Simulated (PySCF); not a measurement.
AlFClBr, SMILES [F][Al]([Cl])[Br].

The structure is a stationary point at PBE0-D3(BJ)/def2-SVP.

Method: IEF-PCM-ωB97X/def2-SVP (PySCF).

The values are the electrostatic part of the solvation free energy, E(continuum) − E(gas) at the gas-phase geometry, in a cavity of scaled van der Waals radii (PySCF's table); cavitation and dispersion terms are not included. A continuum can't describe solvent molecules that bind to the metal. In vacuum the orbital gap is 12.19 eV. The dipole moment in vacuum is 0.53 D.

```json
[
 {"solvent": "water", "ε": "78.36", "ΔG(elec) (kcal/mol)": "?", "dipole (D)": "?", "gap (eV)": "?"},
 {"solvent": "cyclohexanone", "ε": "15.62", "ΔG(elec) (kcal/mol)": "-6.2", "dipole (D)": "0.43", "gap (eV)": "12.47"},
 {"solvent": "benzene", "ε": "2.27", "ΔG(elec) (kcal/mol)": "-2.9", "dipole (D)": "0.49", "gap (eV)": "12.32"}
]
```

Q: Fill in the missing entries. (The exact figures need the calculation; the answer reports its results.)

A: 
- water, ΔG(elec) (kcal/mol): -6.8
- water, dipole (D): 0.42
- water, gap (eV): 12.50
